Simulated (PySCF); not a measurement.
Isomers of C2H6F2OSi. Computed, not measured: TDDFT CAM-B3LYP/def2-SVPD, vertical, gas phase, core orbitals frozen in the response (PySCF 2.14.0, density-fitted response routines). Geometries: GFN2-xTB; one conformer of each isolated species. Triplets are in the Tamm–Dancoff approximation. 'Strongest' means the level of largest summed f among the lowest 8 singlets; it needn't be the same kind of state in each.

Question: Rank by computed lowest singlet excitation energy, highest first.
A. `CO[SiH2]C(F)F`
B. `COC(F)(F)[SiH3]`
C. `O[SiH2][C@H](F)CF`
D. `CCO[SiH](F)F`

Answer: B (8.59 eV), D (8.27 eV), C (7.29 eV), A (6.97 eV).

| SMILES | S1 (eV) | T1 (eV) | f (strongest) | gap (eV) | LUMO (eV) | S1 mainly |
| --- | --- | --- | --- | --- | --- | --- |
| COC(F)(F)[SiH3] | 8.59 | 7.82 | 0.23 | 11.62 | 1.10 | H→L (93%) |
| CCO[SiH](F)F | 8.27 | 8.05 | 0.09 | 11.60 | 1.10 | H→L (84%) |
| O[SiH2][C@H](F)CF | 7.29 | 6.92 | 0.06 | 10.60 | 0.76 | H→L (86%) |
| CO[SiH2]C(F)F | 6.97 | 6.56 | 0.08 | 10.51 | 0.89 | H→L (86%) |

H and L stand for HOMO and LUMO.

Without π bonds the low states are Rydberg-like; a valence basis with one diffuse set may place them up to an eV too high.
